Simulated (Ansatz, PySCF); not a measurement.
Pair of molecules: HCl (SMILES Cl) (first 2 atoms) with C2H2 (SMILES C#C); geometry from B3LYP-D3(BJ)/def2-TZVP, rigid monomers moved along the line of their centres of mass till H2···C4 is 2.16 Å.
(charge 0, multiplicity 1):
```csv
atom,x (Å),y (Å),z (Å)
Cl,-0.1177,0.5380,-0.4665
H,-0.1237,0.3436,0.8106
C,-0.5512,-0.3842,2.7983
C,0.2950,0.4539,2.9254
H,-1.3026,-1.1289,2.6899
H,1.0464,1.1974,3.0421
```

Monomers are frozen at their geometry in the pair; levels with a basis set take the counterpoise correction.

Frozen-core correlation. CBS: X⁻³ extrapolation of the correlation energy, Hartree–Fock from the larger set.

Run with Ansatz (a quantum-chemistry and plane-wave program); PySCF for the dispersion terms. Each number belongs to the level named beside it.

PBE/def2-TZVPPD gives -2.48 kcal/mol for the interaction energy.

Question: How do the other levels lie against it? Give each less PBE: PBE-D3(BJ)/def2-TZVPPD, r2SCAN/def2-TZVPPD, B3LYP/def2-TZVPPD, wB97M-V/def2-TZVPPD, MP2/CBS(aug-cc-pV(D+d)Z, aug-cc-pV(T+d)Z), CCSD(T)/CBS(aug-cc-pV(D+d)Z, aug-cc-pV(T+d)Z).

Answer: PBE-D3(BJ)/def2-TZVPPD -1.03; r2SCAN/def2-TZVPPD -0.29; B3LYP/def2-TZVPPD 1.43; wB97M-V/def2-TZVPPD 0.26; MP2/CBS(aug-cc-pV(D+d)Z, aug-cc-pV(T+d)Z) -0.44; CCSD(T)/CBS(aug-cc-pV(D+d)Z, aug-cc-pV(T+d)Z) 0.32 kcal/mol. 3 of 6 lie above PBE; the widest gap is to B3LYP/def2-TZVPPD.
